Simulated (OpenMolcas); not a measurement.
## Cu2+: effect of the metal basis

Cu2+ with its 6 nearest oxide ions at 2.108 Å, on the Mg site of MgO (a = 4.2112 Å, distance in the model lattice 2.106 Å). The rest of the host is ab initio model potentials to 7.6 Å and point charges beyond; the distance is set by hand and nothing relaxes.

* Program: OpenMolcas 26.06
* Method: CASSCF
* Spin-orbit coupling: RASSI with atomic mean-field integrals over the reference wave functions

Fixed: ligand basis ANO-RCC-VDZP, active space 9 electrons in 5 orbitals (3d), DKH2 Hamiltonian.

States (labels of O, the rotations of Oh). Energies in cm-1 above the lowest state or level, χT in cm3 K/mol; 10Dq is the gap between the two states.

```
Run   Metal basis  Ground state  First state of that spin  10Dq  First gap with spin-orbit (degeneracies)  χT at 300 K                     Cost
  A  ANO-RCC-VDZP            2E                  2T2 7197  7197                               6517 (4, 2)        0.569   roughly 8 core-seconds
  B  ANO-RCC-VTZP            2E                  2T2 6910  6910                               6242 (4, 2)        0.576  roughly 10 core-seconds
```

Against A, |10Dq| changes by -4.0 % in B.

Costs are those of the RASSCF and RASSI steps.

An orbital doublet at a regular site is open to a Jahn-Teller distortion, which this geometry leaves out. Ligand-to-metal charge-transfer states are missing. With metal d orbitals alone and no dynamic correlation 10Dq can be off by a tenth to a fifth, either way, in oxide and fluoride hosts. No measured value stands beside these numbers; the geometry was set by hand and not optimised.
